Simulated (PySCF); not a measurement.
Constitutional and geometric isomers with formula C3H4O. Gas-phase values, no solvent. One relaxed conformer stands for each flexible species; it need not be the lowest. Strings in code marks are SMILES.

The four lowest singlet excitations (Tamm–Dancoff). Computed with PBE-D3(BJ)/def2-TZVP (PySCF 2.14.0). Excitations are Tamm–Dancoff values on a coarser integration grid. The basis has no diffuse functions, so Rydberg states are missing or too high.

```tsv
state	energy (eV)	wavelength (nm)	oscillator strength
S1	5.26	236	0.000
S2	6.69	185	0.071
S3	6.79	183	0.011
S4	7.07	175	0.006
```

Question: Identify which member gives these states.
A) `C=C=CO`
B) `OC1=CC1` (H–O–C–C torsion 180°)
C) `C=C1CO1`
D) `O=C1CC1`

Answer: B, `OC1=CC1` (H–O–C–C torsion 180°)
